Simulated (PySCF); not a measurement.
Polarisability and C₆ of Cr⁺ (chromium, charge +1)

[Ar] 3d5, high-spin 6S determinant. Computed with PySCF 2.14 in aug-cc-pwCVQZ (11s10p8d5f4g3h, 185 functions), with the non-relativistic Hamiltonian (point nucleus). Coupled (time-dependent) response in atomic units; α is the mean over directions.

```tsv
method	mean α (bohr³)	C₆ (like pair)	S(−4)
r2SCAN0	11.73	43.75	151.8
```

S(−4) is the Cauchy moment in α(ω) = α(0) + S(−4) ω² + …

α(iu) at r2SCAN0:

```csv
u (hartree),α(iu) (bohr³)
0,11.73
0.0500,11.37
0.100,10.47
0.200,8.341
0.300,6.705
0.500,4.770
0.750,3.487
1.00,2.720
1.50,1.824
2.00,1.316
3.00,0.7804
5.00,0.3681
```

A single London oscillator, α(iu) = α/(1 + u²/ω²), gives C₆ = (3/4) ω α². Matching the computed C₆ needs ω = 4 × 43.75 / (3 × 11.73²) = 0.424 hartree.

For an ion, C₆ is the dispersion term alone; charge-induced terms of lower order in 1/R come first.
